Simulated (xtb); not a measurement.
Cl3Ga, singlet, at a GFN2-xTB geometry (such geometries of metal compounds can be far from the true shape).

The xtb input:
```
$ xtb mol.xyz --gfn 1 --hess --json

# file mol.xyz
4

Ga     0.00000000     0.00000000    -0.00000000
Cl    -1.75999983    -1.10581726    -0.20820478
Cl     0.10032532     1.95214694    -0.73677512
Cl     1.65967451    -0.84632969     0.94497990
```

Predict the HOMO-LUMO gap from GFN1-xTB run with xtb.

6.20 eV

Estimate the dipole moment that GFN1-xTB returns for this input.

0.00 D

Give the total energy at the level GFN1-xTB.

-14.2697 Eh
